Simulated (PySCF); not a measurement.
F₃Y, charge +1, multiplicity 2. Atoms are numbered in the order given.

```xyz
4

Y      0.0000     0.0000    -0.0496
F      0.0000     1.7984    -0.9020
F      0.0000    -1.7984    -0.9020
F      0.0000     0.0000     2.0189
```
Charge +1, spin multiplicity 2.

Geometry optimised at B3LYP-D3(BJ)/def2-TZVP. The multiplicity is an assumed one; other spin states were not compared. The def2 effective core potentials stand for the cores of Y; spin–orbit coupling is left out.

These are TDA-CAM-B3LYP/def2-SVPD in PySCF values and carry that method's errors.

Vertical excitations. 

```
state    energy (eV)  λ (nm)      f                                                  main pairs
-------  -----------  ------  -----  ----------------------------------------------------------
root 1          0.28    4359  0.000  β HOMO−2→LUMO 70 %, β HOMO−7→LUMO 16 %, β HOMO−1→LUMO 13 %
root 2          0.41    2999  0.000                      β HOMO−6→LUMO 56 %, β HOMO−3→LUMO 43 %
root 3          0.66    1883  0.000                      β HOMO−3→LUMO 56 %, β HOMO−6→LUMO 43 %
root 4          0.70    1775  0.007                        β HOMO−5→LUMO 70 %, β HOMO→LUMO 29 %
root 5          0.87    1429  0.000                                         β HOMO−4→LUMO 100 %
root 6          1.12    1112  0.000                      β HOMO−7→LUMO 83 %, β HOMO−2→LUMO 14 %
root 7          2.03     612  0.129                      β HOMO−1→LUMO 78 %, β HOMO−2→LUMO 15 %
root 8          2.04     607  0.183                        β HOMO→LUMO 63 %, β HOMO−5→LUMO 29 %
root 9          6.89     180  0.000                                          β HOMO→LUMO+1 99 %
root 10         7.56     164  0.000                                        β HOMO−1→LUMO+1 98 %
```
Unrestricted roots are not spin-pure.
